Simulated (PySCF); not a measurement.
H₅GeIn (SMILES [GeH3][InH2]), singlet, at a GFN2-xTB geometry (such geometries of metal compounds can be far from the true shape) (core potentials on In); DF-B3LYP/def2-TZVPPD run with PySCF.

Input for PySCF:
```python
from pyscf import gto, scf, dft

mol = gto.M(
    atom='''
In    1.020844    0.042421   -0.272926
Ge   -1.486532   -0.061020    0.397833
H    -1.946434   -1.378284    0.992913
H    -1.955470    0.944793    1.433197
H    -2.476265    0.150631   -0.732078
H     2.273737   -0.897975    0.493985
H     1.652119    1.054835   -1.545292
''',
    basis='def2-tzvppd',
    ecp={'In': 'def2-tzvppd'},
    charge=0,
    spin=0,
    verbose=4,
    max_memory=1800,
)

mf = dft.RKS(mol)
mf.xc = 'b3lyp'
mf = mf.density_fit(auxbasis='def2-universal-jkfit')
mf.kernel()
```

Output, abridged:

```
PySCF version 2.14.0

[INPUT] verbose = 4
[INPUT] num. atoms = 7
[INPUT] num. electrons = 58
[INPUT] charge = 0
[INPUT] spin (= nelec alpha-beta = 2S) = 0
[INPUT] symmetry False subgroup None
[INPUT] Mole.unit = angstrom
[INPUT] Symbol           X                Y                Z      unit          X                Y                Z       unit  Magmom
[INPUT]  1 In     1.020844000000   0.042421000000  -0.272926000000 AA    1.929115575905   0.080164071930  -0.515755392273 Bohr   0.0
[INPUT]  2 Ge    -1.486532000000  -0.061020000000   0.397833000000 AA   -2.809138355402  -0.115311088121   0.751795413314 Bohr   0.0
[INPUT]  3 H     -1.946434000000  -1.378284000000   0.992913000000 AA   -3.678227179542  -2.604579281870   1.876333635520 Bohr   0.0
[INPUT]  4 H     -1.955470000000   0.944793000000   1.433197000000 AA   -3.695302744803   1.785400014406   2.708349812548 Bohr   0.0
[INPUT]  5 H     -2.476265000000   0.150631000000  -0.732078000000 AA   -4.679462661846   0.284651335869  -1.383426921819 Bohr   0.0
[INPUT]  6 H      2.273737000000  -0.897975000000   0.493985000000 AA    4.296740209290  -1.696926816706   0.933496359643 Bohr   0.0
[INPUT]  7 H      1.652119000000   1.054835000000  -1.545292000000 AA    3.122052435190   1.993349256606  -2.920178662481 Bohr   0.0

nuclear repulsion = 202.881475802667
number of shells = 71
number of NR pGTOs = 298
number of NR cGTOs = 195
basis = def2-tzvppd
ecp = {'In': 'def2-tzvppd'}

******** <class 'pyscf.df.df_jk.DFRKS'> ********
method = DFRKS
initial guess = minao
damping factor = 0
level_shift factor = 0
DIIS = <class 'pyscf.scf.diis.CDIIS'>
diis_start_cycle = 1
diis_space = 8
diis_damp = 0
SCF conv_tol = 1e-09
SCF conv_tol_grad = None
SCF max_cycles = 50
direct_scf = False
XC library pyscf.dft.libxc version 7.1.2
    S. Lehtola, C. Steigemann, M. J. T. Oliveira, and M. A. L. Marques,  SoftwareX 7, 1–5 (2018)
XC functionals = b3lyp
    P. J. Stephens, F. J. Devlin, C. F. Chabalowski, and M. J. Frisch,  J. Phys. Chem. 98, 11623 (1994)
radial grids:
    Treutler-Ahlrichs [JCP 102, 346 (1995); DOI:10.1063/1.469408] (M4) radial grids

becke partition: Becke, JCP 88, 2547 (1988); DOI:10.1063/1.454033
pruning grids: <function nwchem_prune>
grids dens level: 3
symmetrized grids: False
atomic radii adjust function: <function treutler_atomic_radii_adjust>
small_rho_cutoff = 0
Set gradient conv threshold to 3.16228e-05
Initial guess from minao.
tot grids = 91560
******** <class 'pyscf.df.df.DF'> ********
auxbasis = def2-universal-jkfit
init E= -2236.7377645013
  HOMO = -0.530455143530164  LUMO = -0.484851209438318  gap/eV = 1.24095
cycle= 1 E= -2269.03513225164  delta_E= -32.3  |g|= 2.37  |ddm|= 46.1
  HOMO = -0.000677411737317113  LUMO = 0.00508231224820238  gap/eV = 0.15673
cycle= 2 E= -2238.81785952525  delta_E= 30.2  |g|= 10.4  |ddm|= 33.1
  HOMO = -0.264778552103704  LUMO = -0.0853554875287013  gap/eV = 4.88235
cycle= 3 E= -2270.17340103217  delta_E= -31.4  |g|= 0.772  |ddm|= 32.1
  HOMO = -0.241765687258037  LUMO = -0.0643579798598665  gap/eV = 4.82751
cycle= 4 E= -2270.21745240366  delta_E= -0.0441  |g|= 0.392  |ddm|= 0.707
  HOMO = -0.269640243924083  LUMO = -0.0834885031068723  gap/eV = 5.06545
cycle= 5 E= -2270.23613644517  delta_E= -0.0187  |g|= 0.0512  |ddm|= 0.339
  HOMO = -0.275386240904149  LUMO = -0.0934213865421581  gap/eV = 4.95152
cycle= 6 E= -2270.2367943062  delta_E= -0.000658  |g|= 0.0229  |ddm|= 0.123
  HOMO = -0.276555272208755  LUMO = -0.0921734149926666  gap/eV = 5.01729
cycle= 7 E= -2270.23693974538  delta_E= -0.000145  |g|= 0.00512  |ddm|= 0.0313
  HOMO = -0.275611835507605  LUMO = -0.0912954024137281  gap/eV = 5.01551
cycle= 8 E= -2270.23694625529  delta_E= -6.51e-06  |g|= 0.000841  |ddm|= 0.00802
  HOMO = -0.275638237193104  LUMO = -0.091303405792448  gap/eV = 5.01601
cycle= 9 E= -2270.23694643396  delta_E= -1.79e-07  |g|= 0.000146  |ddm|= 0.00109
  HOMO = -0.275639123147437  LUMO = -0.0912905430386041  gap/eV = 5.01638
cycle= 10 E= -2270.236946442  delta_E= -8.04e-09  |g|= 3.54e-05  |ddm|= 0.000256
  HOMO = -0.27563709794365  LUMO = -0.0912905466279793  gap/eV = 5.01633
cycle= 11 E= -2270.23694644231  delta_E= -3.11e-10  |g|= 1.29e-05  |ddm|= 4.87e-05
  HOMO = -0.275637900139077  LUMO = -0.0912913857443046  gap/eV = 5.01632
Extra cycle  E= -2270.2369464423  delta_E= 1.55e-11  |g|= 1.37e-05  |ddm|= 2.37e-05
converged SCF energy = -2270.2369464423
```
